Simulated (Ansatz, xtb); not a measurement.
FSi3+: where a starting geometry ends

The starting geometry of this gas-phase singlet has its atoms placed at random.

```yaml
atoms:
  - { symbol: F, position_ang: [-1.1923, -1.0984, 0.4918] }
  - { symbol: Si, position_ang: [-0.1434, 1.4742, -0.5295] }
  - { symbol: Si, position_ang: [1.2956, -0.0068, 0.6456] }
  - { symbol: Si, position_ang: [-1.1763, -0.4607, -0.9510] }
```

Task: One run relaxed it with r2SCAN-D4/def2-SVP. What is a likely outcome?

Result: It ends as a structure given below by its coordinates. Contacts that close: Si3–Si4 (2.98 → 2.52 Å).

The energy falls by 1.80 eV over 11 steps:

```
step  E − E(last) (eV)
   1             1.799
   2             1.045
   3             0.588
   4             0.422
   5             0.233
   7             0.094
   8             0.016
   9             0.003
  10             0.002
  11             0.000
```

Final geometry (Å):

```xyz
4

F    -1.6728   -1.6327    0.1343
Si    0.0083    1.4969   -0.8404
Si    1.3612    0.3431    0.6204
Si   -0.9133   -0.2990   -0.2574
```

From the same start GFN2-xTB ends elsewhere, differing in Si3–Si4 (4.37 against 2.52 Å here).

From so rough a start the end depends on the optimiser's path, so another program may land elsewhere. No frequencies were run, so the end isn't proven a minimum. Run with Ansatz 0.2.0, 53 s on 1 thread of AMD EPYC (Zen 3), with other jobs on the host.
